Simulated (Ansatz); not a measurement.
Reaction (formal exchange of groups at a C–Ge bond): `[NH2][GeH]([OH])[CH2]F` + `F[SiH3]` → `FC[SiH2]F` + `[NH2][GeH2][OH]`

Calculated with Ansatz (gas phase, PBE0-D4/def2-TZVP geometries, no zero-point term in ΔE). CCSD(T)/CBS is the MP2 limit (def2-TZVPP, def2-QZVPP) plus CCSD(T) − MP2 in def2-TZVPP, frozen cores. This one scheme is used for every species. DFT in def2-TZVPP. For Ge outer-core shells are correlated without core-valence functions, which leaves a few kJ/mol of doubt a bond. Scalar relativity is left out up to krypton. Each species was taken in one conformer, which may not be the lowest.

| level | ΔE (kJ/mol) |
| --- | --- |
| PBE-D4 | -0.5 |
| revPBE | -3.0 |
| BHLYP | -1.3 |
| MP2/CBS(def2) | 4.1 |

(1) What does CCSD(T)/CBS give? (Estimate.)

(2) What do rigid-rotor, harmonic-oscillator terms from PBE0-D4/def2-TZVP frequencies (298.15 K, 1 bar) make of the CCSD(T)/CBS value? (Estimate.)

Largest T1 diagnostic among the species: 0.011.

## Answers

(1) Computed: +3.1 kJ/mol. The listed levels differ from it by -3.6, -6.1, -4.4, 1.0 kJ/mol.

(2) Computed: ΔZPE = -0.1 kJ/mol, ΔH = +2.1 kJ/mol, ΔS = 7 J/(mol·K), ΔG = +0.1 kJ/mol. Modes under 50 cm⁻¹ make the entropy rough.

At CCSD(T), def2-SVP lies +3.0 kJ/mol from the extrapolated value and def2-TZVPP +2.0 kJ/mol. Leaving LDA and LC-ωPBE aside and taking each functional with its dispersion term where it has one, the values, not all of them listed here, spread over 8.0 kJ/mol, from B97M-V to BLYP-D4.
